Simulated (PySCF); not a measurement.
Simulated absorption spectrum

Compound: C₆H₁₃As.
Structure used (PBE0-D3(BJ)/def2-SVP), in Å, numbered top down from 1:
```xyz
20
C6H13As angstrom
C      0.0413   -0.1230   -2.2885
C      0.1344   -0.0010   -0.9576
C      1.1095   -0.8169   -0.1677
As     2.6182    0.3228    0.4775
C     -0.7427    0.9639   -0.1901
C     -2.1729    0.4569    0.0198
C     -2.2691   -0.8481    0.7937
H      0.6559   -0.8401   -2.8395
H     -0.6533    0.4917   -2.8686
H      0.6389   -1.2169    0.7449
H      1.5064   -1.6578   -0.7516
H      3.3269    0.3706   -0.8723
H      3.4724   -0.8482    0.9572
H     -0.7821    1.9269   -0.7236
H     -0.2856    1.1765    0.7918
H     -2.6507    0.3330   -0.9669
H     -2.7467    1.2409    0.5427
H     -1.7683   -1.6697    0.2580
H     -1.8025   -0.7609    1.7888
H     -3.3177   -1.1454    0.9455
```

Computed with PySCF 2.14.0, density-fitted response routines, TDDFT PBE0/def2-SVPD, vertical, gas phase, core orbitals frozen in the response. Relativistic effects, spin–orbit coupling among them, are left out although an element past zinc is present.

Computed states:

| state | E (eV) | f |
| --- | --- | --- |
| S1 | 5.79 | 0.101 |
| S2 | 5.97 | 0.020 |
| S3 | 6.36 | 0.018 |
| S4 | 6.48 | 0.125 |
| S5 | 6.70 | 0.231 |
| S6 | 6.87 | 0.056 |
| S7 | 6.96 | 0.017 |
| S8 | 7.15 | 0.042 |
| S9 | 7.24 | 0.0027 |
| S10 | 7.50 | 0.0060 |

Each state is given a Gaussian of 0.3 eV full width at half maximum, with ε(max) = 2.175×10⁸ f / Δν̃ (Δν̃ the width in cm⁻¹). The width is an assumption, not a result. The curve ends short of the highest state used, and states not computed would add to its high-energy end.

(1) What does the envelope look like, and where are its maxima?

(2) Coming from long wavelengths, where does ε first pass 100 L mol⁻¹ cm⁻¹?

(3) On this curve, what absorbance would a 10⁻⁴ mol/L sample give at 193 nm over a 1 cm path?

Answers

(1) 
E (eV), ε (L mol⁻¹ cm⁻¹) and a bar:
```
     5.34         18 
     5.38         51 
     5.43        167 
     5.47        386 
     5.52        960 #
     5.56       1782 ##
     5.61       3367 ####
     5.65       5024 ######
     5.70       7243 #########
     5.74       8735 ##########
     5.79       9715 ###########
     5.83       9596 ###########
     5.88       8443 ##########
     5.92       7027 ########
     5.97       5124 ######
     6.01       3768 ####
     6.05       2695 ###
     6.10       1847 ##
     6.14       1619 ##
     6.19       2000 ##
     6.23       2924 ###
     6.28       4911 ######
     6.32       7095 ########
     6.37      10271 ############
     6.41      12858 ###############
     6.46      15827 ###################
     6.50      17954 #####################
     6.55      20474 ########################
     6.59      22446 ##########################
     6.64      24544 #############################
     6.68      25419 ##############################
     6.72      25144 ##############################
     6.77      23022 ###########################
     6.81      20226 ########################
     6.86      16181 ###################
     6.90      13103 ###############
```

Maxima: 214 nm (5.80 eV), ε about 9800, made up of S1 (92%); 185 nm (6.69 eV), ε about 25000, made up of S4 (11%) and S5 (81%) (ε in L mol⁻¹ cm⁻¹; maxima over ε = 5, shares over 10%).

(2) At about 229 nm (5.41 eV), 0.38 eV below S1.

(3) 193 nm is 6.424 eV, where ε is about 14000 L mol⁻¹ cm⁻¹, so A = ε c l ≈ 1.4 (Beer–Lambert, with the gas-phase spectrum and the assumed width).

The vertical ionisation energy (ΔSCF) is 8.52 eV, 1.01 eV above S10.

One conformer stands for the species.
